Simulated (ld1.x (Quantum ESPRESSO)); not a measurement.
**iodine: TM pseudisation with PBE, scalar-relativistic reference atom.**

ld1.x (Quantum ESPRESSO) 7.5 input, shortened:

```
&input
   title='I', zed=53., rel=1, dft='PBE', iswitch=3,
   config='[Kr] 4d10 5s1.75 5p5.25'
 /
 &inputp
   pseudotype=2, tm=.true., lloc=0,
   nlcc=.false.
 /
3
5P  2  1   5.25   0.00  1.60  1.60  0.0
4D  3  2  10.00   0.00  1.30  1.30  0.0
5S  1  0   1.75   0.00  1.60  1.60  0.0
 &test
   configts(1)='4d10 5s1.75 5p5.25'
 /
```

All-electron outer shells of the reference configuration (PBE, scalar-relativistic, ld1.x):

```csv
shell,level (eV),outermost node (bohr),outermost maximum (bohr)
4s,-180.94,0.37,0.68
4p,-127.92,0.37,0.72
4d,-50.61,0.35,0.78
5s,-17.59,0.88,1.70
5p,-7.22,0.96,2.02
```

What the tests gave:

```json
{"Cutoffs needed": "110 Ry and 180 Ry (the cutoffs (Ry, on a coarse ladder) from which the occupation-weighted sum of valence levels, in a spherical-Bessel basis at the reference potential, stays within 10 and 1 mRy of its value at 400 Ry)", "Ghost test": "no extra level below or beside the all-electron valence levels (p, d, s, f tested) (spherical-Bessel basis up to 400 Ry, 20 bohr box)", "Largest excitation error": "-337 meV (all-electron minus pseudo) for 4d9 5s2 5p5, out of 7 test configurations"}
```

Generation and tests took about 1.5 s on one core of a shared server CPU.
